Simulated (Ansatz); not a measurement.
Geometry optimisation, RKS PBE0-D4/def2-SVP in Ansatz 0.2.0.

Input:

```yaml
crystal:
  periodic: [false, false, false]
  atoms:
    - { symbol: C, position_ang: [-0.6509, 1.9599, -0.501] }
    - { symbol: C, position_ang: [-0.3565, 0.75, -0.5547] }
    - { symbol: C, position_ang: [-0.0418, -0.4982, -0.6287] }
    - { symbol: Si, position_ang: [0.6579, -1.3452, 0.8786] }
    - { symbol: Cl, position_ang: [-0.1567, -1.2157, -2.2023] }
    - { symbol: H, position_ang: [-0.1953, 2.7529, -1.1347] }
    - { symbol: H, position_ang: [-1.4935, 2.3355, 0.1184] }
    - { symbol: H, position_ang: [0.7476, -2.8025, 0.6454] }
    - { symbol: H, position_ang: [-0.3489, -1.1421, 2.0633] }
    - { symbol: H, position_ang: [1.9212, -0.8458, 1.3186] }
basis:
  gaussian: { orbitals: def2-SVP }
hamiltonian:
  xc: pbe0
  dispersion: d4
relax:
  f_tol: 0.015
  max_steps: 40
```

Run as:

```bash
$ ansatz run input.yaml --threads 2 --pin off --max-ram 3072MiB --backend cpu --events-out ev --progress --plain --runs-dir out
```

Q: Where does it end, and by what steps?

A: The forces met the threshold. After 18 steps the energy has fallen by 0.752 eV; H10 moved furthest, 0.97 Å.

```json
{"step": "0", "energy less start (eV)": "0.0000", "largest force component (eV/Å)": "5.409", "accepted": "yes"}
{"step": "1", "energy less start (eV)": "-0.5082", "largest force component (eV/Å)": "1.750", "accepted": "yes"}
{"step": "2", "energy less start (eV)": "-0.5735", "largest force component (eV/Å)": "1.183", "accepted": "yes"}
{"step": "3", "energy less start (eV)": "-0.5690", "largest force component (eV/Å)": "0.840", "accepted": "no"}
{"step": "4", "energy less start (eV)": "-0.6466", "largest force component (eV/Å)": "0.433", "accepted": "yes"}
{"step": "5", "energy less start (eV)": "-0.6682", "largest force component (eV/Å)": "0.283", "accepted": "yes"}
{"step": "6", "energy less start (eV)": "-0.6737", "largest force component (eV/Å)": "0.158", "accepted": "yes"}
{"step": "7", "energy less start (eV)": "-0.6758", "largest force component (eV/Å)": "0.168", "accepted": "yes"}
{"step": "8", "energy less start (eV)": "-0.6847", "largest force component (eV/Å)": "0.187", "accepted": "yes"}
{"step": "9", "energy less start (eV)": "-0.7021", "largest force component (eV/Å)": "0.097", "accepted": "yes"}
{"step": "10", "energy less start (eV)": "-0.7238", "largest force component (eV/Å)": "0.106", "accepted": "yes"}
{"step": "11", "energy less start (eV)": "-0.7249", "largest force component (eV/Å)": "0.408", "accepted": "yes"}
{"step": "12", "energy less start (eV)": "-0.7479", "largest force component (eV/Å)": "0.050", "accepted": "yes"}
{"step": "13", "energy less start (eV)": "-0.7505", "largest force component (eV/Å)": "0.024", "accepted": "yes"}
{"step": "14", "energy less start (eV)": "-0.7449", "largest force component (eV/Å)": "0.307", "accepted": "no"}
{"step": "15", "energy less start (eV)": "-0.7510", "largest force component (eV/Å)": "0.078", "accepted": "yes"}
{"step": "16", "energy less start (eV)": "-0.7492", "largest force component (eV/Å)": "0.213", "accepted": "no"}
{"step": "17", "energy less start (eV)": "-0.7516", "largest force component (eV/Å)": "0.026", "accepted": "yes"}
{"step": "18", "energy less start (eV)": "-0.7517", "largest force component (eV/Å)": "0.002", "accepted": "yes"}
```

```xyz
10
Properties=species:S:1:pos:R:3
C -0.912 1.992 -0.486
C -0.383 0.801 -0.581
C 0.151 -0.395 -0.624
Si 0.666 -1.374 0.894
Cl 0.438 -1.197 -2.159
H -0.287 2.892 -0.487
H -1.997 2.127 -0.407
H -0.072 -2.671 0.916
H 0.347 -0.575 2.112
H 2.131 -1.652 0.826
```

Whether the end is a true minimum wasn't checked by a vibrational analysis.

Run time: 19 s on 2 threads of AMD EPYC 9R45 96-Core Processor (Zen 5), with other jobs on the host, peak memory 0.24 GiB.
